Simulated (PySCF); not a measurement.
# Working with the constants of ZnH⁺

RHF-CCSD(T) constants of ZnH⁺, ¹Σ⁺ (singlet), closed shell (Zn pcseg-1, H pcseg-1; no relativity (PySCF 2.14); masses 63.9291 and 1.0078 u):

* ωe: 1904.5 cm⁻¹
* ωexe: 35.0 cm⁻¹
* Be: 7.11 cm⁻¹
* αe: 0.174 cm⁻¹
* D (centrifugal): 0.000396 cm⁻¹
* De to Zn⁺ + H: 2.32 eV

Q: Give the vibrational terms G(v) and spacings up to v = 6.

A: G(v) = ωe(v+½) − ωexe(v+½)².

```json
{"v": "0", "G(v) (cm⁻¹)": "944", "G(v) − G(v−1)": "", "Bv (cm⁻¹)": "7.023"}
{"v": "1", "G(v) (cm⁻¹)": "2778", "G(v) − G(v−1)": "1834", "Bv (cm⁻¹)": "6.849"}
{"v": "2", "G(v) (cm⁻¹)": "4542", "G(v) − G(v−1)": "1764", "Bv (cm⁻¹)": "6.675"}
{"v": "3", "G(v) (cm⁻¹)": "6237", "G(v) − G(v−1)": "1694", "Bv (cm⁻¹)": "6.501"}
{"v": "4", "G(v) (cm⁻¹)": "7862", "G(v) − G(v−1)": "1624", "Bv (cm⁻¹)": "6.327"}
{"v": "5", "G(v) (cm⁻¹)": "9416", "G(v) − G(v−1)": "1554", "Bv (cm⁻¹)": "6.153"}
{"v": "6", "G(v) (cm⁻¹)": "10900", "G(v) − G(v−1)": "1484", "Bv (cm⁻¹)": "5.979"}
```

Q: How well does the Morse estimate ωe²/(4ωexe) reproduce De, and what is D0?

A: It gives 3.21 eV, 138 % of the computed De. D0 = De − G(0) = 2.32 − 0.12 = 2.20 eV.

Correlated steps freeze 5 core orbitals. Correlated levels converge slowly with the basis: in double zeta they bind strong bonds too weakly, by up to about 1 eV, and carry superposition errors of some tenths. For an ion De counts to the pair picked by the measured ionisation energies or electron affinities, which need not be the lowest pair at this level. Where the molecule has an RHF reference, its open-shell atoms are computed with UHF.
